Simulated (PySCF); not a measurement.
# Telling isomers of C8H8O2 apart by NMR

No solvent model, one averaged value for each set of equivalent atoms, relativity neglected, single conformer. Geometry: PBE0-D3(BJ)/def2-SVP; σ from GIAO-PBE0/pcSseg-1; PySCF 2.14.

Shifts are taken against calculated references (same method and geometry level): ¹H and ¹³C vs TMS. Where no couplings were computed, multiplicities follow the n + 1 count of equivalent neighbours, and m marks all less simple cases (inequivalent or close neighbours, rings, F or P nearby). Shifts are as computed. Against solution values, carbons near 30 ppm lie about +2 ppm off and those near 130 ppm about +5 ppm. Of 1313 compounds with measured shifts, 239 miss one by over three times the rms of a fit or turn the order of signals round; such compounds aren't used in these exercises.

(1) Tabulate the signals of `C#C/C=C/C(=O)C(=C)OC`, `c1ccc2c(c1)OCCO2` and their relative energies.

(2) What is the quickest way to tell C#C/C=C/C(=O)C(=C)OC from c1ccc2c(c1)OCCO2?

## Answers

(1) 
```tsv
SMILES	carbon types	δC	δH	E rel. (kcal/mol)
C#C/C=C/C(=O)C(=C)OC	3×C 3×CH 1×CH2 1×CH3	185.4, 163.7, 140.3, 134.6, 101.8, 95.9, 85.8, 54.6	7.44 (d, 1H), 7.13 (m, 1H), 5.86 (br s, 1H), 4.43 (br s, 1H), 3.85 (d, 1H), 3.60 (s, 3H)	73.3
c1ccc2c(c1)OCCO2	2×C 4×CH 2×CH2	147.8, 126.2, 122.4, 64.3	7.01 (m, 2H), 6.96 (m, 2H), 3.88 (s, 4H)	0.0
```

Energies are electronic energies at PBE0/pcSseg-1 on these geometries, without zero-point or thermal terms, each for the one conformer computed, which needn't be the lowest.

(2) Count the carbon signals: 8 against 4. The first has an alkyne carbon (C) at 85.8 ppm, the second an sp3 CH2 bonded to O at 64.3 ppm. Their most deshielded carbons lie at 185.4 and 147.8 ppm. In the proton spectra the most deshielded non-exchanging signals are 7.44 (d, 1H) and 7.01 (m, 2H).
